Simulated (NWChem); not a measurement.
System: AlSiH$_{3}$Cl$_{2}$; SMILES [SiH3][Al]([Cl])[Cl]

Input file for NWChem:

```
start job
memory heap 200 mb stack 900 mb global 1100 mb
geometry units angstroms noautosym nocenter noautoz
  Al    -0.004070     0.062521     0.007333
  Cl    -1.780453     1.184983    -0.014470
  Cl     1.789484     1.157625    -0.015306
  Si    -0.009584    -2.370590     0.018483
  H      1.104217    -2.890347     0.869741
  H      0.190683    -2.870450    -1.378314
  H     -1.311211    -2.895556     0.531927
end
basis spherical
  * library def2-svpd
end
dft
  xc pbe0
  iterations 150
end
property
  response 1 0.0
end
task dft property
```

Output (shortened):

```
             Northwest Computational Chemistry Package (NWChem) 7.3.0
             --------------------------------------------------------

                             Geometry "geometry" -> ""
                             -------------------------

 Output coordinates in angstroms (scale by  1.889725989 to convert to a.u.)

  No.       Tag          Charge          X              Y              Z
 ---- ---------------- ---------- -------------- -------------- --------------
    1 Al                  13.0000    -0.00407000     0.06252100     0.00733300
    2 Cl                  17.0000    -1.78045300     1.18498300    -0.01447000
    3 Cl                  17.0000     1.78948400     1.15762500    -0.01530600
    4 Si                  14.0000    -0.00958400    -2.37059000     0.01848300
    5 H                    1.0000     1.10421700    -2.89034700     0.86974100
    6 H                    1.0000     0.19068300    -2.87045000    -1.37831400
    7 H                    1.0000    -1.31121100    -2.89555600     0.53192700

 Effective nuclear repulsion energy (a.u.)     290.7900206611

                              NWChem Property Module
                              ----------------------

                                 NWChem DFT Module
                                 -----------------

 Summary of "ao basis" -> "ao basis" (spherical)
 ------------------------------------------------------------------------------
       Tag                 Description            Shells   Functions and Types
 ---------------- ------------------------------  ------  ---------------------
 Al                        def2-svpd                10       24   5s3p2d
 Cl                        def2-svpd                11       27   5s4p2d
 Si                        def2-svpd                10       24   5s3p2d
 H                         def2-svpd                 4        8   2s2p

            General Information
            -------------------
          SCF calculation type: DFT
          Wavefunction type:  closed shell.
          No. of atoms     :     7
          No. of electrons :    64
           Alpha electrons :    32
            Beta electrons :    32
          Charge           :     0
          Spin multiplicity:     1
          Use of symmetry is: off; symmetry adaption is: off
          Maximum number of iterations: 150
          AO basis - number of functions:   126
                     number of shells:    54
          Convergence on energy requested:  1.00D-06
          Convergence on density requested:  1.00D-05
          Convergence on gradient requested:  5.00D-04

              XC Information
              --------------
                         PBE0 Method XC Functional
                     Hartree-Fock (Exact) Exchange  0.250
          PerdewBurkeErnzerhof Exchange Functional  0.750
            Perdew 1991 LDA Correlation Functional  1.000 local
           PerdewBurkeErnz. Correlation Functional  1.000 non-local

             Grid Information
             ----------------
          Grid used for XC integration:  medium
          Radial quadrature: Mura-Knowles
          Angular quadrature: Lebedev.
          Tag              B.-S. Rad. Rad. Pts. Rad. Cut. Ang. Pts.
          ---              ---------- --------- --------- ---------
          Al                  1.25       88          11.0       590
          Cl                  1.00       88          13.0       590
          Si                  1.10       88          13.0       590
          H                   0.35       45          14.0       434
          Grid pruning is: on
          Number of quadrature shells:   487
          Spatial weights used:  Erf1

      Superposition of Atomic Density Guess
      -------------------------------------

 Sum of atomic energies:       -1450.68756270

      Non-variational initial energy
      ------------------------------

 Total energy =   -1451.491969
 1-e energy   =   -2587.703452
 2-e energy   =     845.421462
 HOMO         =      -0.318642
 LUMO         =      -0.000072

   convergence    iter        energy       DeltaE   RMS-Dens  Diis-err
 ---------------- ----- ----------------- --------- --------- ---------
 d= 0,ls=0.0,diis     1  -1453.2280997739 -1.74D+03  1.17D-02  3.96D-01
 d= 0,ls=0.0,diis     2  -1453.2308860597 -2.79D-03  6.14D-03  3.09D-01
 d= 0,ls=0.0,diis     3  -1453.2800902018 -4.92D-02  1.04D-03  1.73D-02
 d= 0,ls=0.0,diis     4  -1453.2827443570 -2.65D-03  1.98D-04  1.81D-04
 d= 0,ls=0.0,diis     5  -1453.2827811520 -3.68D-05  4.90D-05  1.37D-05
  Resetting Diis
 d= 0,ls=0.0,diis     6  -1453.2827836166 -2.46D-06  9.23D-06  4.39D-07
 d= 0,ls=0.0,diis     7  -1453.2827836842 -6.76D-08  3.03D-06  3.95D-08

         Total DFT energy =    -1453.282783684228
      One electron energy =    -2590.076164000091
           Coulomb energy =      942.655123135756
    Exchange-Corr. energy =      -96.651763480985
 Nuclear repulsion energy =      290.790020661091

 Numeric. integr. density =       63.999997078155

                       DFT Final Molecular Orbital Analysis
                       ------------------------------------

 Vector   30  Occ=2.000000D+00  E=-3.520908D-01
              MO Center=  3.2D-02,  1.1D+00, -1.5D-02, r^2= 4.3D+00
   Bfn.  Coefficient  Atom+Function         Bfn.  Coefficient  Atom+Function
  ----- ------------  ---------------      ----- ------------  ---------------
    65     -0.439077  3 Cl pz                38      0.432172  2 Cl pz
    62     -0.336450  3 Cl pz                35      0.331121  2 Cl pz
    59     -0.194859  3 Cl pz                32      0.191770  2 Cl pz
    68     -0.071213  3 Cl pz                41      0.070208  2 Cl pz
    18      0.055269  1 Al d  1

 Vector   31  Occ=2.000000D+00  E=-3.420437D-01
              MO Center= -2.2D-03,  1.0D+00, -1.1D-03, r^2= 4.7D+00
   Bfn.  Coefficient  Atom+Function         Bfn.  Coefficient  Atom+Function
  ----- ------------  ---------------      ----- ------------  ---------------
    64      0.326886  3 Cl py                37     -0.322620  2 Cl py
    36     -0.296066  2 Cl px                63     -0.290908  3 Cl px
    61      0.248576  3 Cl py                34     -0.245267  2 Cl py
    33     -0.233029  2 Cl px                60     -0.229069  3 Cl px
    58      0.143576  3 Cl py                31     -0.141661  2 Cl py

 Vector   32  Occ=2.000000D+00  E=-3.101634D-01
              MO Center= -3.5D-03, -8.9D-01,  7.2D-03, r^2= 4.6D+00
   Bfn.  Coefficient  Atom+Function         Bfn.  Coefficient  Atom+Function
  ----- ------------  ---------------      ----- ------------  ---------------
    91      0.330916  4 Si py                82      0.279202  4 Si s
    88      0.274944  4 Si py                 3      0.269912  1 Al s
    37      0.242603  2 Cl py                64      0.242655  3 Cl py
    10     -0.197128  1 Al py                34      0.188234  2 Cl py
    61      0.188040  3 Cl py                85     -0.154571  4 Si py

 Vector   33  Occ=0.000000D+00  E=-7.166595D-02
              MO Center= -1.9D-02, -4.2D-01,  8.9D-02, r^2= 4.3D+00
   Bfn.  Coefficient  Atom+Function         Bfn.  Coefficient  Atom+Function
  ----- ------------  ---------------      ----- ------------  ---------------
    14      0.558235  1 Al pz                11      0.361596  1 Al pz
   112      0.271037  6 H  s                 92      0.238590  4 Si pz
    38     -0.198274  2 Cl pz                65     -0.193040  3 Cl pz
     8     -0.185039  1 Al pz               104     -0.178853  5 H  s
   111      0.129338  6 H  s                 35     -0.124656  2 Cl pz

 Vector   34  Occ=0.000000D+00  E=-3.691616D-02
              MO Center= -2.4D-02, -2.6D-01, -6.7D-02, r^2= 8.2D+00
   Bfn.  Coefficient  Atom+Function         Bfn.  Coefficient  Atom+Function
  ----- ------------  ---------------      ----- ------------  ---------------
    82      1.323535  4 Si s                  5     -1.120325  1 Al s
    83     -0.616972  4 Si s                  4     -0.539881  1 Al s
     3     -0.426891  1 Al s                 29      0.424821  2 Cl s
    56      0.421997  3 Cl s                 81      0.277736  4 Si s
   104     -0.246592  5 H  s                 39      0.241243  2 Cl px

 Vector   35  Occ=0.000000D+00  E=-1.224679D-02
              MO Center=  1.0D-01, -1.2D+00, -1.5D-01, r^2= 5.5D+00
   Bfn.  Coefficient  Atom+Function         Bfn.  Coefficient  Atom+Function
  ----- ------------  ---------------      ----- ------------  ---------------
    12      0.383981  1 Al px                90      0.379969  4 Si px
   120      0.335166  7 H  s                104     -0.233402  5 H  s
    20     -0.203164  1 Al d -2              29     -0.201386  2 Cl s
    55     -0.201075  3 Cl s                  9      0.183538  1 Al px
   119      0.169184  7 H  s                 64      0.167399  3 Cl py

     Multipole analysis of the density
     ---------------------------------

     L   x y z        total         alpha         beta         nuclear
     -   - - -        -----         -----         ----         -------
     0   0 0 0     -0.000000    -32.000000    -32.000000     64.000000

     1   1 0 0     -0.009871      0.042185      0.042185     -0.094241
     1   0 1 0     -0.689527      0.796162      0.796162     -2.281852
     1   0 0 1      0.026536      0.134916      0.134916     -0.243297

     2   2 0 0    -43.063566   -220.270351   -220.270351    397.477137
     2   1 1 0      0.023585      0.507814      0.507814     -0.992042
     2   1 0 1      0.001982      0.055322      0.055322     -0.108662
     2   0 2 0    -41.159254   -289.047193   -289.047193    536.935132
     2   0 1 1      0.033579      2.334169      2.334169     -4.634760
     2   0 0 2    -37.559079    -24.050732    -24.050732     10.542386

 *** CALLING NEW AORESP DRIVER FOR CLOSED AND OPEN SHELLS ***
 Entering AOResponse driver routine

--------------------------------------------------------------------------------

          -----------------------------------------------
          Solving response equations for perturbing field
          -----------------------------------------------

 number of frequencies:     1
 frequency in a.u.:  0.0000000E+00
 Perturbing field: electric
 Using El. Dipole Length Gauge

 Setting up CPKS with frequency omega =      0.00000000 a.u.

 STATIC response

                                NWChem CPHF Module
                                ------------------

  scftype          =     RHF
  nclosed          =       32
  nopen            =        0
  variables        =     3008
  # of vectors     =        3
  tolerance        = 0.10D-03
  level shift      = 0.00D+00
  max iterations   =       50
  max subspace     =       30

 SCF residual:    2.3186167113249377E-004

Iterative solution of linear equations
  No. of variables     3008
  No. of equations        3
  Maximum subspace       30
        Iterations       50
       Convergence  1.0D-04

   iter   nsub   residual    time
   ----  ------  --------  ---------
     1      3    2.76D+00      30.1
     2      6    9.06D-01      38.7
     3      9    2.44D-01      46.0
     4     12    4.64D-02      53.8
     5     15    1.19D-02      61.5
     6     18    5.14D-04      69.7
     7     21    2.18D-04      78.5
     8     24    6.12D-05      86.7

 Electric Dipole Response Matrix (nonzero elements):

              1        2        3
    1   87.6440  -0.0759  -0.0086
    2   -0.0759 100.2785  -0.1174
    3   -0.0086  -0.1174  67.9455

 ------------------------------------------
 average:        85.28933 + I       0.00000

 DFT Linear Response polarizability / au
 Frequency  =       0.0000000 / au
              X              Y              Z
 -----------------------------------------------
 X      87.6440412     -0.0758547     -0.0086295
 Y      -0.0758568    100.2784694     -0.1174160
 Z      -0.0086296     -0.1174166     67.9454682
 -----------------------------------------------
 Eigenvalues =      87.6435902    100.2793508     67.9450378
 Isotropic   =      85.2893263
 Anisotropic =      28.2241316
 -----------------------------------------------

 Magnetic Dipole Response Matrix (nonzero elements):

 Exiting AOResponse driver routine
```

Level: PBE0/def2-SVPD. The geometry was optimised at PBE0/def2-SVP.
